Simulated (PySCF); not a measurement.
## Radial density of Xe(2+) (xenon, charge +2)

PBE0, [Kr] 4d10 5s2 5p4, high-spin 3P determinant. All numbers are calculated (PySCF 2.14, the spin-free X2C one-electron Hamiltonian (Gaussian nucleus), in x2c-TZVPall (8s6p4d2f, 60 functions)).

```tsv
r (bohr)	4πr²ρ (e/bohr)	4πr²(ρα − ρβ)
0.0242	67.25	0.0173
0.0408	61.97	0.0478
0.0686	86.98	0.0529
0.115	76.96	-0.0096
0.194	71.32	0.0997
0.326	55.23	0.0105
0.549	26.65	0.2658
0.923	20.40	-0.0150
1.55	5.733	1.1477
2.61	1.794	0.6752
4.39	0.08021	0.0324
7.39	0.0001515	0.0001
```

Densities and radii are taken from the X2C orbitals without a picture-change correction, which distorts them close to the nucleus.

**Question.** Where is the radial spin density 4πr²(ρα − ρβ) most negative, and why is it negative at all?

**Answer.** Around r = 0.923 bohr, down to -0.0150 e/bohr: exchange with the open shell polarises the paired shells in an unrestricted calculation.
